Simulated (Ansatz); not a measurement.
Reaction (formal hydrolysis of the Si–B bond): `CB(F)[SiH2][AlH2]` + H₂O → `O[SiH2][AlH2]` + `CBF`

Calculated with Ansatz (gas phase, PBE0-D4/def2-TZVP geometries, no zero-point term in ΔE). CBS: MP2 limit from def2 TZ/QZ plus the TZ coupled-cluster correction, frozen cores. This one scheme is used for every species. One conformer a species, not always the lowest.

```json
{"level": "MP2/def2-TZVPP", "ΔE (kJ/mol)": "-92.2"}
{"level": "CCSD/def2-TZVPP", "ΔE (kJ/mol)": "-90.9"}
{"level": "HF/def2-QZVPP", "ΔE (kJ/mol)": "-120.7"}
{"level": "MP2/CBS(def2)", "ΔE (kJ/mol)": "-91.3"}
```

What does CCSD(T)/CBS give? (An estimate is asked.)

The calculation gave: -85.0 kJ/mol. The listed levels differ from it by -7.2, -5.9, -35.7, -6.3 kJ/mol.

Largest T1 diagnostic among the species: 0.014.

From PBE to PBE0 (25 % exact exchange), in def2-TZVPP and without D4, ΔE moves by −7.2 kJ/mol. The D4 term adds +6.8 kJ/mol with B3LYP and +4.0 kJ/mol with PBE0; it sums over pairs of atoms, weighted by their polarisabilities, and B3LYP, whose exchange is more repulsive, gets the larger term. In def2-TZVPP, CCSD(T) changes the Hartree–Fock value by +33.5 kJ/mol (the triples alone add +5.1 kJ/mol) and MP2 by +27.1 kJ/mol.

B3LYP here is the variant with VWN-RPA as its local correlation; programs differ in this.
